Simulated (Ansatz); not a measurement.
Basis sets compared for (MgSe)4 cube (Mg4Se4). Total charge 0; singlet. Geometry r2SCAN-D4/def2-SVP. Ansatz on 4 threads of Arm Neoverse V1 on a shared host; times are rough, and most runs start from earlier orbitals.

```tsv
atom	x (Å)	y (Å)	z (Å)
Mg1	-0.4800	-1.7271	0.5140
Mg2	-1.0794	0.5491	-1.4181
Mg3	1.7860	0.0153	-0.5361
Mg4	-0.2267	1.1627	1.4402
Se5	-2.3975	-0.0205	0.7196
Se6	0.3043	-1.5608	-1.9333
Se7	1.4489	-0.7371	1.9036
Se8	0.6443	2.3184	-0.6899
```

Binding counts from free atoms (Mg singlet, Se triplet) in the same basis, without a counterpoise term.

| level | functions | energy (Eh) | HOMO (eV) | LUMO (eV) | binding per atom (eV) | wall time |
| --- | --- | --- | --- | --- | --- | --- |
| PBE-D4/def2-SVP | 200 | -10403.6337 | -5.77 | -3.10 | 2.81 | 5.5 s |
| PBE0-D4/def2-SVP | 200 | -10404.0252 | -6.78 | -2.47 | 2.80 | 9.5 s |

(1) Estimate the rows for PBE-D4/def2-TZVP (with forces), PBE0-D4/def2-TZVP.

## Answers

(1) 
```json
{"level": "PBE-D4/def2-TZVP (with forces)", "functions": "320", "energy (Eh)": "-10405.0943", "HOMO (eV)": "-5.74", "LUMO (eV)": "-3.04", "binding per atom (eV)": "2.80", "wall time": "13 s"}
{"level": "PBE0-D4/def2-TZVP", "functions": "320", "energy (Eh)": "-10405.4860", "HOMO (eV)": "-6.73", "LUMO (eV)": "-2.40", "binding per atom (eV)": "2.80", "wall time": "23 s"}
```
